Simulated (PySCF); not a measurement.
From a computed spectrum to the compound

A species of 4 atoms with charge 3 has these harmonic modes (PBE0, small Gaussian bases with core potentials, PySCF 2.14.0):

```csv
cm⁻¹,km/mol,symmetry
482,19.5,a1
695,99.5,b2
755,432.2,b1
1652,174.9,a1
3374,825.0,a1
3381,607.1,b2
```

Task: Which species is it, and in which structure?

Result: [Er(H2O)]3+ (singlet in the valence; each metal's 4f electrons, 11 of them, lie in its core potential, out of spins and levels):
```xyz
4

Er    0.0000    0.0000   -0.2168
O     0.0000    0.0000    1.9268
H     0.7809    0.0000    2.5579
H    -0.7809    0.0000    2.5579
```
Ideal gas at 298.15 K and 1 bar: S = 270.9 J/(mol K), Cp = 45.4 J/(mol K), H − H(0 K) = 11.1 kJ/mol (rigid rotor, harmonic modes, spin degeneracy alone, that of the 4f electrons in the core included). An lcecp potential fixes the number of 4f electrons, so in runs with it no electron can move into or out of that shell.
 Other answers can fit too; this one was computed.
